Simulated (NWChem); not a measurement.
# NaF; SMILES [Na][F]

Results from NWChem. Pople sets run with spherical d functions. Structure relaxed at the PBE0/def2-SVP level.

Problem. Predict the results for Hartree-Fock/6-311G**. Quantities: highest occupied level (eV); orbital gap (eV); dipole (D).

Solution. 
```json
{
 "highest occupied level (eV)": "-11.23",
 "orbital gap (eV)": "10.98",
 "dipole (D)": "8.03"
}
```
